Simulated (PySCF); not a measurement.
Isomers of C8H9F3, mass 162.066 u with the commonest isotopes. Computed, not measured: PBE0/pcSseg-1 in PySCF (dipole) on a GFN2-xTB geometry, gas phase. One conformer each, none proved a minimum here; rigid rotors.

Task: Order these by rotational constant A, smallest first.
A. `[CH3:1][CH2:2]/[CH:3]=[CH:4]/[C:5]#[C:6][CH2:7][C:8]([F:9])([F:10])[F:11]` with C1–C2–C3–C4 -119°
B. `[F:1][C:2]([F:3])=[C:4]([F:5])[C@:6]12[CH2:7][CH2:8][C@H:9]([CH2:10]1)[CH2:11]2` with C2–C4–C6–C7 0°
C. `[CH2:1]=[CH:2][CH:3]([CH:4]=[CH2:5])/[CH:6]=[CH:7]\[C:8]([F:9])([F:10])[F:11]` with C1–C2–C3–C4 123°, C2–C3–C4–C5 -119°, C2–C3–C6–C7 122°
D. `[CH2:1]=[CH:2][C@@H:3]1[CH2:4][C:5](=[CH2:6])[C@@H:7]1[C:8]([F:9])([F:10])[F:11]` with C1–C2–C3–C4 -143°

Result: D (1390 MHz), C (1582 MHz), B (2187 MHz), A (2743 MHz).

Task: Order these by rotational constant B, smallest first.
A. `[CH2:1]=[CH:2][CH:3]([CH:4]=[CH2:5])/[CH:6]=[CH:7]\[C:8]([F:9])([F:10])[F:11]` with C1–C2–C3–C4 123°, C2–C3–C4–C5 -119°, C2–C3–C6–C7 122°
B. `[CH2:1]=[CH:2][C@@H:3]1[CH2:4][C:5](=[CH2:6])[C@@H:7]1[C:8]([F:9])([F:10])[F:11]` with C1–C2–C3–C4 -143°
C. `[CH3:1][CH2:2]/[CH:3]=[CH:4]/[C:5]#[C:6][CH2:7][C:8]([F:9])([F:10])[F:11]` with C1–C2–C3–C4 -119°
D. `[F:1][C:2]([F:3])=[C:4]([F:5])[C@:6]12[CH2:7][CH2:8][C@H:9]([CH2:10]1)[CH2:11]2` with C2–C4–C6–C7 0°

Result: C (349.3 MHz), A (720.9 MHz), D (785.9 MHz), B (1137 MHz).

Task: Order these by rotational constant C, smallest first.
A. `[CH2:1]=[CH:2][C@@H:3]1[CH2:4][C:5](=[CH2:6])[C@@H:7]1[C:8]([F:9])([F:10])[F:11]` with C1–C2–C3–C4 -143°
B. `[CH2:1]=[CH:2][CH:3]([CH:4]=[CH2:5])/[CH:6]=[CH:7]\[C:8]([F:9])([F:10])[F:11]` with C1–C2–C3–C4 123°, C2–C3–C4–C5 -119°, C2–C3–C6–C7 122°
C. `[F:1][C:2]([F:3])=[C:4]([F:5])[C@:6]12[CH2:7][CH2:8][C@H:9]([CH2:10]1)[CH2:11]2` with C2–C4–C6–C7 0°
D. `[CH3:1][CH2:2]/[CH:3]=[CH:4]/[C:5]#[C:6][CH2:7][C:8]([F:9])([F:10])[F:11]` with C1–C2–C3–C4 -119°

Result: D (334.0 MHz), B (611.5 MHz), C (637.9 MHz), A (734.3 MHz).

```csv
SMILES,point group,Ia (u·Å²),Ib (u·Å²),Ic (u·Å²),κ,μa (D),μb (D),μc (D)
C=CC(C=C)/C=C\C(F)(F)F,near Cs,319.45,701.02,826.45,-0.77,1.98,0.04,1.65
FC(F)=C(F)[C@]12CC[C@H](C1)C2,Cs,231.09,643.09,792.29,-0.81,2.17,0.61,0.00
C=C[C@@H]1CC(=C)[C@@H]1C(F)(F)F,C1,363.57,444.35,688.27,0.23,0.61,2.18,0.85
CC/C=C/C#CCC(F)(F)F,C1,184.24,1446.87,1513.15,-0.99,1.86,1.45,0.34
```
